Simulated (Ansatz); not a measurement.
Cost and result for the atomization energy of CH$_{8}$Al$_{2}$Ge, SMILES `[AlH2][CH]([AlH2])[GeH3]` (12 atoms, 11 bonds).

Cartesian coordinates in Å:
```
Al 0.6235 -0.6708 1.7269
C -0.2651 0.3552 0.3482
Al 0.8010 1.6962 -0.5508
Ge -0.9802 -0.8863 -0.9972
H 1.6223 -1.8345 1.3165
H 0.3500 -0.3389 3.2549
H -1.0906 0.8881 0.8379
H 1.8510 1.2513 -1.6553
H 0.6202 3.2276 -0.1748
H -1.9222 -1.9249 -0.3515
H 0.1791 -1.6293 -1.6798
H -1.7891 -0.1336 -2.0752
```

Charge 0, multiplicity 1. Correlated methods include outer-core shells of Ge, which these sets cover unevenly. Scalar relativity is left out up to krypton. All single points use the PBE0-D4/def2-TZVP geometry. Program: Ansatz. All runs use 4 threads of an AMD EPYC 9R45 on a shared host. Times are those of one run each, without the atoms' runs, and a repeat can differ threefold. Electronic energies, without spin–orbit coupling; frozen cores. CCSD(T)/CBS adds CCSD(T) − MP2 in def2-TZVPP to the MP2 limit, and its time is that of the two runs behind it. T1 = 0.011. With those shells the extrapolation isn't a true limit. B3LYP takes the VWN-RPA correlation (the form of Gaussian; ORCA's B3LYP/G).

CCSD(T)/CBS is a level of theory with its own doubt, some kJ/mol a heavy atom from the limit and from the frozen cores, so smaller differences don't rank the functionals.

| level | functions | wall time | atomization (kJ/mol) | difference from CCSD(T)/CBS | per bond |
| --- | --- | --- | --- | --- | --- |
| revPBE-D4/def2-TZVPP | 275 | 1.2 s | 3287.8 | -115.8 | -10.5 |
| BLYP-D4/def2-TZVPP | 275 | 1.4 s | 3316.4 | -87.2 | -7.9 |
| BHLYP-D4/def2-TZVPP | 275 | 1.9 s | 3337.8 | -65.8 | -6.0 |
| CAM-B3LYP-D4/def2-TZVPP | 275 | 2.4 s | 3386.0 | -17.6 | -1.6 |
| r2SCAN-D4/def2-TZVPP (with forces) | 275 | 2.9 s | 3393.8 | -9.8 | -0.9 |
| CCSD(T)/def2-SVP | 122 | 3 s | 3216.2 | -187.4 | -17.0 |
| B3LYP-D4/def2-TZVPP (with forces) | 275 | 3.2 s | 3364.6 | -39.0 | -3.5 |
| B2PLYP/def2-TZVPP | 275 | 3.3 s | 3328.9 | -74.7 | -6.8 |
| PBE-QIDH/def2-TZVPP | 275 | 3.5 s | 3353.3 | -50.3 | -4.6 |
| ωB97X-V/def2-TZVPP | 275 | 4.5 s | 3410.4 | 6.8 | 0.6 |
| MP2/def2-QZVPP | 526 | 14 s | 3356.9 | -46.7 | -4.2 |
| CCSD(T)/def2-TZVPP | 275 | 69 s | 3332.9 | -70.7 | -6.4 |
| CCSD(T)/CBS(def2) | – | 83 s | 3403.6 | 0.0 | 0.0 |

Leaving LDA and LC-ωPBE aside and taking each functional with its dispersion term where it has one, the values, not all of them listed here, spread over 173.3 kJ/mol, from revPBE-D4 to B97M-V. LDA lies +423.9 kJ/mol from PBE without D4, its usual overbinding. From BLYP to BHLYP (50 % exact exchange), in def2-TZVPP and without D4, the atomization energy moves by +39.9 kJ/mol. The D4 term adds +45.0 kJ/mol with B3LYP and +23.8 kJ/mol with PBE0; it sums over pairs of atoms, weighted by their polarisabilities, and B3LYP, whose exchange is more repulsive, gets the larger term.
